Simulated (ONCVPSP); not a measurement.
Building the ONCV potential for Cu (PBE, scalar-relativistic).

ONCVPSP 4.0.1 was run on this input:

```
# ATOM AND REFERENCE CONFIGURATION
# atsym  z   nc   nv     iexc    psfile
  Cu 29.00    5    1        4      upf
#
#   n    l    f
    1    0    2.00
    2    0    2.00
    2    1    6.00
    3    0    2.00
    3    1    6.00
    3    2    9.00
#
# PSEUDOPOTENTIAL AND OPTIMIZATION
# lmax
    2
#
#   l,   rc,      ep,       ncon, nbas, qcut
    0    1.30    0.03    4    7    5.50
    1    1.35    0.07    4    7    5.60
    2    1.35    0.00    4    8   11.00
#
# LOCAL POTENTIAL
# lloc, lpopt,  rc(5),   dvloc0
    4    5    1.10    3.00
#
# VANDERBILT-KLEINMAN-BYLANDER PROJECTORs
# l, nproj, debl
    0    1    0.70
    1    2    1.40
    2    3    2.30
#
# MODEL CORE CHARGE
# icmod, fcfact, rcfact
    0    0.00    0.00
#
# LOG DERIVATIVE ANALYSIS
# epsh1, epsh2, depsh
   -3.00    5.00    0.02
#
# OUTPUT GRID
# rlmax, drl
    6.00    0.01
#
# TEST CONFIGURATIONS
# ncnf
    4
# nvcnf
#   n    l    f
    2
    3    2   10.00
    4    0    1.00
#
    1
    3    2   10.00
#
    1
    3    2    8.00
#
    2
    3    2    9.00
    4    0    2.00
#
```

Command:

```bash
oncvpsp.x < Cu.dat > Cu.out
```

Resulting log (shortened: citation, most of the input echo, consistency checks and plot data are left out):

```
ONCVPSP  (Optimized Norm-Conservinng Vanderbilt PSeudopotential)
scalar-relativistic version 4.0.1

#   n    l    f        energy (Ha)
    1    0    2.00    -3.2621756E+02
    2    0    2.00    -3.9990945E+01
    2    1    6.00    -3.4643423E+01
    3    0    2.00    -5.1554172E+00
    3    1    6.00    -3.5874390E+00
    3    2    9.00    -1.0888125E+00

Reference configufation results
  iterations    24
  all-electron total energy (Ha)   -1.65376575D+03

Begin loop to  construct optimized pseudo wave functions
and semi-local pseudopoentials for all angular momenta

   Wellstate for l =  0  n =  5
     eigenvalue =   0.0300
     asymptotic potential =   0.5300
     half-point radius =  3.8003

Calculating optimized projector #   1

 for l=   0

    Fraction of norm inside rc  0.043371
    Optimizing pswf for qcut=   5.49 a_B^-1,  ecut=  15.07 Ha

optimize: ERROR ps0norm > uunorm, code will stop
```

The run stopped because the continuity conditions at rc already need more norm inside rc than the all-electron wave has, so norm conservation cannot be met.

The run took about 0.38 s on one core of a shared server CPU.
